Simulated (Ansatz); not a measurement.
Ge(GeH3)2H2 (Ge₃H₈) was relaxed with r2SCAN-D4 (def2-SVP) in Ansatz in these states: charge +1 doublet, neutral singlet. The geometries follow in no particular order.

A:

| atom | x (Å) | y (Å) | z (Å) |
| --- | --- | --- | --- |
| Ge1 | -0.737 | -0.645 | -0.198 |
| Ge2 | 1.489 | -1.281 | 0.495 |
| H3 | 2.521 | -0.812 | -0.544 |
| H4 | 1.603 | -2.806 | 0.647 |
| H5 | 1.828 | -0.627 | 1.844 |
| Ge6 | -0.942 | 1.759 | -0.350 |
| H7 | 0.036 | 2.308 | -1.401 |
| H8 | -0.609 | 2.402 | 1.005 |
| H9 | -2.370 | 2.165 | -0.748 |
| H10 | -1.764 | -1.184 | 0.815 |
| H11 | -1.055 | -1.279 | -1.565 |

B:

Cartesian coordinates in Å:
```
Ge 0.617 -1.024 0.462
Ge -1.797 -0.437 -0.070
H -2.170 0.714 0.855
H -2.350 -1.812 0.337
H -1.855 -0.131 -1.561
Ge 1.277 1.301 -0.320
H 0.581 2.282 0.614
H 0.882 1.395 -1.788
H 2.778 1.097 -0.058
H 1.175 -2.138 -0.425
H 0.862 -1.246 1.954
```

Task: Judge from the bond lengths which geometry belongs to which state (an estimate).

Result: A is the neutral singlet (Ge1–Ge2 2.417 Å, Ge1–Ge6 2.417 Å, Ge2–H5 1.537 Å); B is the charge +1 doublet (Ge1–Ge2 2.540 Å, Ge1–Ge6 2.540 Å, Ge2–H5 1.523 Å).
